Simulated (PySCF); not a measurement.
Removal energies of Sr²⁸⁺ from EOM-IP-GCCSD

Reference: closed-shell Sr²⁸⁺, [Ne]; one electron is removed. Calculated with PySCF 2.14, two-component X2C-1e with screened spin-orbit coupling, an even-tempered Gaussian basis (18 s from 2.3 bohr⁻², ratio 2.6; 13 p from 2.9 bohr⁻², ratio 2.6; 6 d from 3 bohr⁻², ratio 2.8; 3 f from 77 bohr⁻², ratio 2.8); frozen 1s2; the 56 highest virtual spinors dropped; of the others 44 kept and the rest restored at second order. No Breit or QED terms. Binding energies in eV.

```
level  Koopmans
2s1/2    3610.8
2p1/2    3417.2
2p3/2    3344.9
```

(1) How does correlation move these levels?

For comparison, the ionisation energy of Sr²⁸⁺ is 3344.7 ± 1.9 eV (semi-empirical (NIST evaluation); NIST Atomic Spectra Database, ionization energies).

## Answers

(1) 2s1/2: second order 3607.7, EOM-CCSD 3607.8; 2p1/2: second order 3415.0, EOM-CCSD 3415.1; 2p3/2: second order 3343.0, EOM-CCSD 3343.1.
